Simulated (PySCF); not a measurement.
H3P2, SMILES P[PH], multiplicity 2. Atoms are numbered in the order given.

```xyz
5

P      0.9630    -0.4332     0.4120
P     -0.8857     0.3148    -0.4544
H      1.6728     0.7345     0.0087
H     -1.0552     1.5052     0.3022
H     -1.7762    -0.4647     0.3261
```
Charge 0, spin multiplicity 2.

Geometry: r2SCAN-D4/def2-TZVP. The isomer is the one that the SMILES or the coordinates give; other isomers of the formula were not compared.

Calculation: TDA-M06-2X/def2-TZVPD (PySCF).

Vertical excitations. Isolated molecule, no solvent.

**Question.** List the lowest excited states. (Estimate from the structure and the level; the computed values follow.)

**Answer.** 
```tsv
state	energy (eV)	λ (nm)	f	main pairs
root 1	2.44	507	0.007	β HOMO→LUMO 87 %
root 2	4.12	301	0.020	β HOMO−1→LUMO 73 %, β HOMO−2→LUMO 11 %
root 3	4.27	291	0.003	α HOMO→LUMO 57 %, α HOMO→LUMO+1 22 %, α HOMO→LUMO+3 11 %
root 4	4.75	261	0.005	α HOMO→LUMO+1 66 %, α HOMO→LUMO 21 %
root 5	4.97	249	0.009	α HOMO→LUMO+2 7 %, β HOMO−2→LUMO 75 %
root 6	5.15	241	0.004	α HOMO→LUMO+2 78 %, β HOMO−2→LUMO 6 %
root 7	5.48	226	0.009	α HOMO−1→LUMO 15 %, α HOMO−1→LUMO+1 12 %, β HOMO→LUMO+2 49 %
root 8	5.79	214	0.003	α HOMO→LUMO+3 43 %, α HOMO→LUMO 7 %, α HOMO−1→LUMO 7 %, β HOMO→LUMO+1 26 %
root 9	5.94	209	0.005	α HOMO→LUMO+3 28 %, β HOMO→LUMO+1 52 %
root 10	6.16	201	0.008	α HOMO→LUMO+2 6 %, β HOMO→LUMO+3 76 %
```
Unrestricted roots are not spin-pure.
